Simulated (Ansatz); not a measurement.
`CO[SiH](O)[GeH2][OH]` + silanol → `CO[SiH](O)[SiH2]O` + `[OH][GeH3]`  (formal exchange of groups at the Si–Ge bond)

Computed with Ansatz on PBE0-D4/def2-TZVP structures; ΔE is electronic, products minus reactants. CCSD(T)/CBS is the MP2 limit (def2-TZVPP, def2-QZVPP) plus CCSD(T) − MP2 in def2-TZVPP, frozen cores. DFT in def2-TZVPP. B3LYP here is the variant with VWN-RPA as its local correlation; programs differ in this. For Ge outer-core shells are correlated without core-valence functions, which leaves a few kJ/mol of doubt a bond. Scalar relativity is left out up to krypton. Each species was taken in one conformer, which may not be the lowest.

`CO[SiH](O)[GeH2][OH]`:

Z-matrix (Å, degrees):
```
C
O 1 1.412
H 1 1.094 2 110.9
H 1 1.096 2 111.5 3 -121.2
H 1 1.091 2 108.3 3 119.4
Si 2 1.636 1 123.7 3 76.5
Ge 6 2.382 2 106.2 1 178.3
O 6 1.640 2 114.8 1 -68.7
H 6 1.486 2 108.4 1 50.5
O 7 1.809 6 95.0 2 109.3
H 7 1.545 6 117.7 2 -136.9
H 7 1.543 6 117.6 2 -4.7
H 8 0.965 6 113.8 2 -97.0
H 10 0.959 7 114.5 6 -176.3
```

`O[SiH3]`:

Z-matrix (Å, degrees):
```
Si
O 1 1.648
H 1 1.489 2 111.7
H 1 1.489 2 111.7 3 120.9
H 1 1.481 2 105.9 3 -119.6
H 2 0.957 1 117.9 3 -60.5
```

`CO[SiH](O)[SiH2]O`:

```xyz
14

C     1.009    0.783    1.776
O    -0.280    0.310    1.454
Si   -0.560   -0.839    0.314
O    -2.094   -1.391    0.487
Si   -0.443    0.042   -1.856
O     1.012    0.842   -1.896
H     1.423    1.389    0.964
H     0.930    1.401    2.672
H     1.700   -0.043    1.981
H     0.442   -1.929    0.535
H    -2.335   -1.789    1.326
H    -0.492   -1.022   -2.903
H    -1.573    0.976   -2.137
H     1.260    1.269   -2.717
```

`[OH][GeH3]`:

Cartesian coordinates in Å:
```
O 0.372 0.812 -1.041
Ge -0.012 -0.373 0.234
H -0.045 1.663 -0.893
H 0.738 -1.639 -0.188
H -1.533 -0.611 0.289
H 0.481 0.147 1.599
```

```tsv
level	ΔE (kJ/mol)	difference from CCSD(T)/CBS
PBE-D4	28.8	-3.9
r2SCAN-D4	31.3	-1.4
PBE0-D4	27.9	-4.8
B3LYP-D4	31.2	-1.5
ωB97X-V	29.1	-3.6
ωB97M-V	34.8	2.1
B2PLYP	32.4	-0.3
r2SCAN	31.5	-1.2
PBE0	28.1	-4.6
B3LYP	31.0	-1.7
HF/def2-TZVPP	25.0	-7.7
SCS-MP2/def2-TZVPP	33.0	0.3
CCSD(T)/def2-TZVPP	31.6	-1.1
SCS-MP2/def2-QZVPP	32.6	-0.1
MP2/CBS(def2)	36.1	3.4
CCSD/CBS(def2)	31.6	-1.1
CCSD(T)/CBS	32.7	0
```

Largest T1 diagnostic among the species: 0.012.

In def2-TZVPP, CCSD(T) changes the Hartree–Fock value by +6.6 kJ/mol (the triples alone add +1.0 kJ/mol) and MP2 by +10.0 kJ/mol.
